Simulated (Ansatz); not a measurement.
CH4AsN (`C1N[AsH]1`), relaxed with RKS PBE0-D4/def2-TZVP in Ansatz from a PBE-D4/def2-SVP geometry. The force threshold is 0.005 eV/Å; the program also tests the step.

Total charge 0; spin multiplicity 1.

Start:

```xyz
7

C    -0.218   -0.497    0.513
N     0.206    0.872    0.605
As    1.287   -0.074   -0.730
H     0.056   -1.134    1.374
H    -1.185   -0.762    0.045
H    -0.455    1.498    0.121
H     0.308    0.097   -1.928
```

```
        step  energy (eV)  largest force (eV/Å)  largest move (Å)
           1  -63422.9701                 0.758             0.000
           2  -63423.0057                 0.296             0.035
           3  -63423.0103                 0.078             0.013
4 (rejected)  -63423.0087                 0.154             0.019
           5  -63423.0109                 0.011             0.006
           6  -63423.0110                 0.005             0.003
```

End:

```xyz
7

C    -0.213   -0.504    0.506
N     0.205    0.860    0.586
As    1.264   -0.078   -0.717
H     0.054   -1.114    1.363
H    -1.167   -0.752    0.047
H    -0.449    1.479    0.118
H     0.306    0.108   -1.903
```

Hardware: 4 threads of a server CPU on a shared host. Wall time 16 s, peak host memory 0.26 GiB.
